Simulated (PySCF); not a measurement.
**Working out the excitation energy of In**

In [Kr] 4d10 5s2 5p1 (2P) → In [Kr] 4d10 5s2 5d1 (2D). Calculation: PySCF 2.14, in aug-cc-pVTZ-PP with ECP28MDF (6s5p4d2f, 55 functions); a scalar-relativistic core potential. Frozen: 4s2 4p6 4d10. Energies in hartree (1 hartree = 27.21139 eV):

```
            part   In (lower)   In (upper)
             UHF  -189.210364  -189.063817
CCSD correlation    -0.041641    -0.042972
             (T)    -0.000789    -0.001708
```

Task: What does Hartree-Fock give?

Result: (-189.063817) − (-189.210364) = 0.146547 hartree = 3.988 eV.

Task: What do CCSD and CCSD(T) give?

Result: The CCSD correlation energies differ by -0.001331 hartree = -0.036 eV and the triples by -0.000919 hartree = -0.025 eV, so CCSD gives 3.952 eV and CCSD(T) 3.927 eV.

Measured between the centres of the two terms (NIST): 3.897 eV, so CCSD(T) (valence) is off by 0.030 eV.

The coupled-cluster amplitudes are large, so a single reference is strained.

What remains against the reference includes basis incompleteness, the frozen core and higher excitations.
